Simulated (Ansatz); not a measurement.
Born–Oppenheimer molecular dynamics of a periodic cell of 14 atoms, H₉ClO₄ (contents 4 H2O + 1 HCl, density as packed 1.05 g/cm³ with natural masses). It starts from a partly relaxed structure (largest force component 0.19 eV/Å).

All numbers below come from Ansatz 0.2.0, DFT PBE-D3(BJ), scalar-relativistic, plane waves, PAW. Settings: accuracy low, cutoff 420 eV, k mesh 1x1x1, fermi-dirac smearing 0.02 eV, no spin polarisation.

| Item | Value |
| --- | --- |
| ensemble | NVT, Langevin thermostat |
| time step | 0.5 fs |
| steps asked | 300 |
| set temperature | 1000 K |
| friction | 0.02 /fs |
| seed | 245794 |

Frames 2.5 fs apart, positions in Å.

Velocities at 105.0 fs (Å/ps):

```
O -6.25 -4.55 -7.71
H 23.75 5.34 -15.40
H 37.24 -15.79 -24.41
O -6.41 -10.72 -16.64
H 34.86 -59.15 0.77
H 2.93 16.85 19.80
O -2.75 -1.25 8.15
H -0.55 19.08 30.21
H -25.55 19.38 72.14
O 7.96 3.38 -8.10
H 19.03 -30.22 -12.40
H 8.42 45.21 18.34
Cl -1.77 3.65 3.13
H -22.67 -10.08 12.05
```

```xyz
14
Lattice="5.5505 0.0000 0.0000 0.0000 5.5505 0.0000 0.0000 0.0000 5.5505" Properties=species:S:1:pos:R:3 time_fs=105.0 energy_less_start_eV=1.960 T=973
O -0.369 0.755 3.444
H 0.137 1.745 3.555
H 0.051 0.352 2.668
O 3.216 5.081 -0.344
H 3.827 4.565 -1.075
H 3.253 5.887 -0.777
O 1.626 2.376 3.963
H 1.263 3.117 4.577
H 2.303 2.548 3.182
O 3.538 2.584 1.925
H 2.816 2.823 1.317
H 4.226 2.118 1.346
Cl 0.758 4.105 0.961
H 1.645 4.969 0.696
14
Lattice="5.5505 0.0000 0.0000 0.0000 5.5505 0.0000 0.0000 0.0000 5.5505" Properties=species:S:1:pos:R:3 time_fs=107.5 energy_less_start_eV=1.679 T=1035
O -0.387 0.745 3.421
H 0.172 1.653 3.524
H 0.100 0.341 2.641
O 3.204 5.051 -0.387
H 3.848 4.485 -0.990
H 3.274 5.983 -0.763
O 1.616 2.378 3.980
H 1.304 3.117 4.603
H 2.229 2.604 3.394
O 3.557 2.595 1.906
H 2.856 2.761 1.257
H 4.239 2.225 1.406
Cl 0.750 4.114 0.967
H 1.639 4.970 0.699
14
Lattice="5.5505 0.0000 0.0000 0.0000 5.5505 0.0000 0.0000 0.0000 5.5505" Properties=species:S:1:pos:R:3 time_fs=110.0 energy_less_start_eV=1.550 T=1197
O -0.393 0.738 3.396
H 0.169 1.416 3.531
H 0.084 0.339 2.668
O 3.196 5.020 -0.432
H 3.798 4.521 -0.864
H 3.298 5.997 -0.760
O 1.598 2.380 4.005
H 1.387 3.059 4.568
H 2.329 2.768 3.451
O 3.571 2.616 1.885
H 2.889 2.709 1.175
H 4.310 2.223 1.412
Cl 0.736 4.127 0.974
H 1.694 5.009 0.673
14
Lattice="5.5505 0.0000 0.0000 0.0000 5.5505 0.0000 0.0000 0.0000 5.5505" Properties=species:S:1:pos:R:3 time_fs=112.5 energy_less_start_eV=1.403 T=1245
O -0.397 0.724 3.371
H 0.303 1.358 3.625
H 0.030 0.266 2.649
O 3.179 5.005 -0.476
H 3.897 4.494 -0.869
H 3.348 5.877 -0.748
O 1.579 2.371 4.025
H 1.423 3.121 4.621
H 2.416 2.879 3.462
O 3.578 2.638 1.860
H 2.952 2.685 1.110
H 4.419 2.178 1.438
Cl 0.720 4.143 0.973
H 1.730 4.987 0.654
14
Lattice="5.5505 0.0000 0.0000 0.0000 5.5505 0.0000 0.0000 0.0000 5.5505" Properties=species:S:1:pos:R:3 time_fs=115.0 energy_less_start_eV=1.678 T=1111
O -0.397 0.711 3.344
H 0.459 1.347 3.746
H 0.015 0.133 2.606
O 3.158 4.982 -0.512
H 4.013 4.469 -0.927
H 3.414 5.855 -0.766
O 1.571 2.370 4.038
H 1.421 3.201 4.724
H 2.320 2.845 3.538
O 3.594 2.653 1.825
H 3.029 2.655 1.054
H 4.416 2.182 1.525
Cl 0.704 4.162 0.975
H 1.723 4.920 0.654
14
Lattice="5.5505 0.0000 0.0000 0.0000 5.5505 0.0000 0.0000 0.0000 5.5505" Properties=species:S:1:pos:R:3 time_fs=117.5 energy_less_start_eV=1.621 T=1071
O -0.383 0.703 3.321
H 0.509 1.233 3.747
H -0.013 0.051 2.651
O 3.152 4.949 -0.549
H 3.995 4.530 -0.932
H 3.463 5.916 -0.807
O 1.563 2.384 4.055
H 1.437 3.136 4.714
H 2.194 2.749 3.595
O 3.609 2.662 1.794
H 3.080 2.631 0.982
H 4.411 2.200 1.679
Cl 0.693 4.183 0.981
H 1.746 4.839 0.642
14
Lattice="5.5505 0.0000 0.0000 0.0000 5.5505 0.0000 0.0000 0.0000 5.5505" Properties=species:S:1:pos:R:3 time_fs=120.0 energy_less_start_eV=1.245 T=1214
O -0.364 0.703 3.300
H 0.408 1.058 3.645
H -0.061 0.038 2.752
O 3.155 4.924 -0.579
H 3.941 4.598 -0.900
H 3.437 5.859 -0.807
O 1.537 2.396 4.079
H 1.417 3.028 4.704
H 2.304 2.714 3.466
O 3.622 2.678 1.763
H 3.162 2.616 0.909
H 4.503 2.187 1.815
Cl 0.676 4.201 0.986
H 1.812 4.745 0.610
14
Lattice="5.5505 0.0000 0.0000 0.0000 5.5505 0.0000 0.0000 0.0000 5.5505" Properties=species:S:1:pos:R:3 time_fs=122.5 energy_less_start_eV=1.309 T=1210
O -0.357 0.705 3.283
H 0.452 0.968 3.619
H -0.068 -0.085 2.774
O 3.154 4.909 -0.608
H 4.031 4.559 -0.909
H 3.366 5.785 -0.809
O 1.514 2.407 4.088
H 1.405 3.075 4.819
H 2.329 2.658 3.396
O 3.633 2.700 1.729
H 3.264 2.620 0.831
H 4.536 2.191 1.916
Cl 0.654 4.215 0.994
H 1.890 4.653 0.577
14
Lattice="5.5505 0.0000 0.0000 0.0000 5.5505 0.0000 0.0000 0.0000 5.5505" Properties=species:S:1:pos:R:3 time_fs=125.0 energy_less_start_eV=1.520 T=997
O -0.355 0.705 3.255
H 0.661 0.990 3.692
H -0.104 -0.190 2.800
O 3.147 4.893 -0.636
H 4.103 4.486 -0.910
H 3.295 5.841 -0.863
O 1.497 2.416 4.087
H 1.409 3.120 4.853
H 2.198 2.580 3.463
O 3.651 2.717 1.700
H 3.381 2.622 0.769
H 4.446 2.215 1.965
Cl 0.633 4.227 1.006
H 1.929 4.537 0.543
14
Lattice="5.5505 0.0000 0.0000 0.0000 5.5505 0.0000 0.0000 0.0000 5.5505" Properties=species:S:1:pos:R:3 time_fs=127.5 energy_less_start_eV=1.531 T=982
O -0.339 0.702 3.236
H 0.666 1.023 3.702
H -0.184 -0.170 2.877
O 3.149 4.868 -0.666
H 4.040 4.476 -0.849
H 3.221 5.869 -0.924
O 1.480 2.422 4.088
H 1.427 3.092 4.777
H 2.130 2.558 3.485
O 3.663 2.730 1.675
H 3.548 2.619 0.747
H 4.338 2.177 1.993
Cl 0.618 4.237 1.013
H 1.938 4.449 0.550
14
Lattice="5.5505 0.0000 0.0000 0.0000 5.5505 0.0000 0.0000 0.0000 5.5505" Properties=species:S:1:pos:R:3 time_fs=130.0 energy_less_start_eV=1.259 T=986
O -0.313 0.708 3.224
H 0.491 1.011 3.614
H -0.237 -0.154 2.936
O 3.154 4.843 -0.695
H 3.979 4.479 -0.779
H 3.144 5.773 -0.934
O 1.453 2.425 4.090
H 1.422 3.075 4.724
H 2.206 2.566 3.367
O 3.668 2.747 1.653
H 3.752 2.589 0.698
H 4.302 2.044 2.017
Cl 0.609 4.247 1.020
H 1.912 4.405 0.586
14
Lattice="5.5505 0.0000 0.0000 0.0000 5.5505 0.0000 0.0000 0.0000 5.5505" Properties=species:S:1:pos:R:3 time_fs=132.5 energy_less_start_eV=1.503 T=887
O -0.302 0.720 3.204
H 0.439 1.037 3.565
H -0.248 -0.246 2.953
O 3.147 4.822 -0.720
H 4.075 4.471 -0.725
H 3.090 5.704 -0.948
O 1.440 2.415 4.081
H 1.423 3.139 4.764
H 2.186 2.576 3.349
O 3.672 2.760 1.629
H 3.936 2.546 0.659
H 4.192 1.964 2.050
Cl 0.604 4.254 1.029
H 1.850 4.392 0.620
```

Of the whole run (150 fs, mean temperature of the second half 1077 K): A run of 0.15 ps of so small a system gives no equilibrium averages. Limits of this set-up: coarse k mesh, low accuracy level.

Time of the run: 6.1 min on 1 CPU thread of a shared host.
